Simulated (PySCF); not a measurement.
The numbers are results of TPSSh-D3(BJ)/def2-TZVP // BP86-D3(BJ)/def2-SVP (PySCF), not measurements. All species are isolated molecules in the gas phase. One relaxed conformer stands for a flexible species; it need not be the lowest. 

Reference species: [W(F)(NH2)5] (neutral, multiplicity 1).

```
Property                                                       Result
------------------------------------------------------------  -------
coordination number                                                 6
charge on the central atom (Mulliken)                          1.32 e
mean distance from the central atom to its bonded neighbours  1.996 Å
```

After one change: the coordination number hardly moves; the charge on the central atom (Mulliken) rises by 0.23 e; the mean distance from the central atom to its bonded neighbours falls by 0.076 Å.

**Question.** Which change was made? The new species is one of these.
A. [W(F)2(NH2)4]
B. [W(F)6]
C. [W(F)5(NH2)]
D. [W(F)4(NH2)2]

**Answer.** D, [W(F)4(NH2)2]
